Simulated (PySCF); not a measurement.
## Radial density of V⁺ (vanadium, charge +1)

PW91, [Ar] 3d3 4s1, high-spin 5F determinant (an excited configuration). Computed with PySCF 2.14 in aug-cc-pwCVTZ (10s9p7d4f3g, 127 functions), with no relativity, point nucleus.

```csv
r (bohr),4πr²ρ (e/bohr),4πr²(ρα − ρβ)
0.00118,0.1361,0.0001
0.00199,0.3709,0.0002
0.00335,0.9861,0.0005
0.00563,2.512,0.0012
0.00947,5.958,0.0029
0.0159,12.54,0.0058
0.0268,21.66,0.0089
0.0450,27.28,0.0068
0.0758,23.14,-0.0037
0.127,21.94,0.0103
0.214,29.64,0.1400
0.361,16.89,0.6271
0.607,9.700,1.7542
1.02,10.25,2.0495
1.72,2.695,1.2279
2.89,0.6380,0.6064
4.85,0.08364,0.0836
8.17,0.001131,0.0011
```

Q: Where is the radial spin density 4πr²(ρα − ρβ) most negative, and why is it negative at all?

A: Around r = 0.0758 bohr, down to -0.0037 e/bohr: exchange with the open shell polarises the paired shells in an unrestricted calculation.
